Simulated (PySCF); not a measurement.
Al(H)(OH)(OtBu), SMILES [AlH]([OH])[O]C(C)(C)C (C₄H₁₁AlO₂), GFN2-xTB optimised geometry.

```
18

Al    -1.52    -0.07     0.00
H     -2.17     1.28     0.00
O     -2.55    -1.35     0.00
H     -3.15    -2.08     0.00
O      0.12    -0.07     0.00
C      1.52     0.04     0.00
C      2.07    -0.76     1.19
C      2.06    -0.53    -1.31
C      1.90     1.51     0.14
H      3.15    -0.69     1.22
H      1.78    -1.80     1.10
H      1.66    -0.37     2.12
H      1.76    -1.58    -1.41
H      3.14    -0.46    -1.34
H      1.64     0.02    -2.15
H      1.49     1.92     1.06
H      1.49     2.08    -0.70
H      2.98     1.63     0.14
```

Density from CAM-B3LYP/def2-SVP (PySCF 2.14.0) at that geometry.

Minimum of the electron density along straight lines between bonded atoms, close to the bond critical point (lines longer than 1.1 times the sum of covalent radii, or with two minima, are not listed):

```tsv
bond	length / Å	ρ at the minimum / e bohr⁻³	∇²ρ there / e bohr⁻⁵	position (fraction from the first atom)
Al1–H2	1.497	[?]	0.35	0.51
Al1–O3	1.643	0.104	1.05	0.44
O3–H4	0.946	0.359	[?]	0.82
Al1–O5	1.643	0.104	1.06	0.44
O5–C6	1.398	0.253	-0.25	0.67
C6–C7	1.532	0.250	-0.60	0.50
C6–C8	1.532	0.250	-0.60	0.50
C6–C9	1.532	0.251	-0.60	0.51
C7–H10	1.087	0.277	-1.02	0.63
C7–H11	1.087	0.277	-1.03	0.63
C7–H12	1.088	0.277	-1.02	0.63
C8–H13	1.088	0.277	-1.03	0.63
C8–H14	1.087	0.277	-1.02	0.63
C8–H15	1.088	0.277	-1.02	0.63
C9–H16	1.087	0.277	-1.03	0.63
C9–H17	1.087	0.277	-1.03	0.63
C9–H18	1.087	0.277	-1.02	0.62
```

Q: What belongs in the gaps?

A: 
- Al1–H2, ρ at the minimum / e bohr⁻³: 0.091
- O3–H4, ∇²ρ there / e bohr⁻⁵: -2.58
